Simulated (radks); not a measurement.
Results of a calculation; reference values are marked as such.
Q: Radial electron density D(r) = 4 pi r^2 rho(r) of an atom or ion with 57 electrons. Code: a radial shooting solver on a logarithmic mesh with Libxc functionals. Model: scalar-relativistic Kohn-Sham, r2SCAN, spin-unpolarised, spherical densities, finite nucleus; meta-GGA in the generalised Kohn-Sham scheme; Fermi nuclear charge, rms radius of each element as measured or else 0.836 A^(1/3) + 0.57 fm.

```
   r/bohr * D(r) (the largest magnitude, 102, reaches the edge; | marks zero)
  0.00288 |        *
 0.003352 |          *
 0.003903 |            *
 0.004543 |               *
 0.005289 |                   *
 0.006158 |                      *
 0.007168 |                          *
 0.008345 |                              *
 0.009638 |                                  *
  0.01122 |                                     *
  0.01306 |                                       *
  0.01521 |                                         *
   0.0177 |                                         *
  0.02061 |                                        *
  0.02399 |                                      *
  0.02793 |                                     *
  0.03251 |                                    *
  0.03785 |                                     *
  0.04407 |                                        *
   0.0513 |                                             *
  0.05972 |                                                   *
  0.06952 |                                                      *
  0.08094 |                                                      *
  0.09422 |                                                  *
   0.1097 |                                            *
   0.1277 |                                        *
   0.1487 |                                        *
   0.1731 |                                            *
   0.2015 |                                               *
   0.2346 |                                             *
   0.2731 |                                     *
   0.3179 |                           *
   0.3701 |                   *
   0.4308 |                 *
   0.5015 |                   *
   0.5839 |                    *
   0.6797 |                  *
   0.7913 |              *
   0.9212 |         *
    1.072 |      *
    1.239 |    *
    1.442 |    *
    1.679 |   *
    1.954 |  *
    2.275 | *
    2.648 |*
    3.083 *
    3.589 *
    4.178 *
    4.864 *
    5.663 *
    6.592 *
```

What is the nuclear charge?

A: Z = 59. The innermost maximum, from 1s, lies near gamma/Z bohr with gamma = sqrt(1 - (Z/c)^2) = 0.903, here 0.0153 bohr (found: 0.0167), and its height grows with Z. The density is that of the praseodymium ion Pr2+ in [Xe] 4f3; the configuration itself is not fixed sharply by these data, and Z only to a few units. D(r) has 4 maxima, at r = 0.0167, 0.0741, 0.210, 0.584 bohr, and minima at 0.0323, 0.138, 0.424 bohr, inside which lie 1.96, 11.20, 29.09 electrons.
